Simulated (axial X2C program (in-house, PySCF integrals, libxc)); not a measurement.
## Ω levels of EuO from open-shell CI on f7 s0

Computed with an axial X2C code built on PySCF integrals: two-component X2C with atomic mean-field Coulomb and Gaunt terms, basis Eu dyall-v3z, O dyall-av3z (cores contracted in-house). Orbitals come from Hartree–Fock averaged over the configuration Eu f7 s0; CI then distributes these electrons over the f, s shells of Eu.

R = 1.883 Å (near the minimum of the configuration average).

Lowest levels of this model:

```
  Ω  energy (cm⁻¹)     g∥  μ (D)  configuration
1/2              0   2.00  -9.44        100% f7
3/2              2   5.99  -9.44        100% f7
5/2              6   9.99  -9.44        100% f7
7/2             12  13.98  -9.45        100% f7
```

g∥ is the magnitude of 2⟨Lz + ge Sz⟩ for the +Ω component. μ is positive if the O end is positive.

Task: From Ω and g∥ of the lowest level, whose 2⟨Lz + ge Sz⟩ is positive, find ⟨Sz⟩ and ⟨Lz⟩ (ge = 2.0023).

Result: Ω = ⟨Lz⟩ + ⟨Sz⟩ = 1/2 and ⟨Lz⟩ + ge⟨Sz⟩ = 1.000, so ⟨Sz⟩ = 0.50 and ⟨Lz⟩ = 0.00.

Occupations of the active spinors in the lowest level by ω, shell by shell in order of energy: -7/2: 0.37; -5/2: 0.61 0.41; -3/2: 0.58 0.44; -1/2: 0.54 0.47 0.00; 1/2: 0.53 0.49 0.00; 3/2: 0.51 0.51; 5/2: 0.50 0.52; 7/2: 0.51. The leading determinant has weight 0.03 among 1101.

This point took 6.3 s on 1 thread of Arm Neoverse N1, on a shared host.

There is no dynamic correlation: spin–orbit spacings and, for f shells, spacings inside one term are the most reliable numbers, splittings between terms come out too wide, and energies between configurations are not reliable, so the lowest level need not be the ground state of the molecule. At most 4 roots were kept for each Ω > 0 (twice that for Ω = 0) within 2.2 eV of the lowest, so higher up levels can be missing between those listed; levels with Ω > 0 are doubly degenerate and listed once, Ω = 0 levels singly. States that fill the shells left empty in the average are placed too high.
